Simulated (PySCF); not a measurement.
# Core-level binding energies of `N[SiH2]B(Cl)Cl`

BCl2H4NSi.
Z-matrix (Å and degrees, PBE0-D3(BJ)/def2-SVP geometry), rows numbered from 1:
```
N 
Si  1  1.7312
B   2  2.0195  1  107.71
Cl  3  1.7536  2  120.80  1    12.86
Cl  3  1.7497  2  120.80  1  -169.38
H   1  1.0143  2  118.13  3   -37.20
H   1  1.0134  2  121.10  3   179.86
H   2  1.5073  1  116.60  3   119.35
H   2  1.4962  1  109.76  3  -120.47
```

Method used: delta-SCF UKS SCAN, pcX-2 on the ionised atom, pcseg-1 elsewhere, spin-free X2C (PySCF). Vertical ΔSCF values, vacuum level as zero.

List the computed XPS lines with their assignment.

```
atom(s)             environment     level  binding energy (eV)  2p1/2 (eV)  count
     N1  silicon-bound nitrogen      N 1s               404.83           –      1
    Si2            SiH2 silicon  Si 2p3/2               106.91      107.53      1
    Si2            SiH2 silicon     Si 1s              1846.72           –      1
Cl4/Cl5    chlorine bonded to B  Cl 2p3/2               206.59      208.25      2
Cl4/Cl5    chlorine bonded to B     Cl 1s              2829.17           –      2
```

Express the binding energy of Si 2p3/2 of Si2 in atomic units and per mole.

106.91 eV = 3.9289 Eh = 10315 kJ/mol.

One atom of each set of topologically equivalent atoms was ionised and stands for the set; in this conformer not all members are related by symmetry, and their own values weren't computed. Not every level is listed. The 2p values aren't plain energy differences: one relaxed spin-free 2p hole is combined with a matrix within the shell (ground-state 2p orbital-energy differences and spin–orbit coupling). 2p3/2, the mean of its two sublevels, lies a third of the splitting below the shell's mean and 2p1/2 two thirds above it; the statistical areas are 2:1. 2p1/2 minus 2p3/2 (ligand field included): Si 0.62 eV, Cl 1.65 eV. No level of boron is listed. One conformer (not necessarily the lowest) at the PBE0-D3(BJ)/def2-SVP geometry, without solvent, vibrations or thermal averaging.

Hardware: one thread, Arm Neoverse V2 (shared host). Cost: 35 s wall.
